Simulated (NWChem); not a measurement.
# CH3Cl2In; SMILES [CH3][In]([Cl])[Cl]

Results from NWChem. Geometry: optimised at PBE0/def2-SVP. def2 effective core potentials on In; no spin-orbit coupling. Level PBE/def2-SVP: energy and gradient on several grids; changes count from the extra-fine grid, which is no exact limit either.

| grid | size of the energy change (μHa) | largest change of a gradient component (μHa/bohr) |
|---|---|---|
| xcoarse | 1000 | 1000 |
| coarse | 70 | 400 |
| medium | < 10 | 40 |
| fine | < 10 | < 30 |
| xfine | < 10 | < 30 |
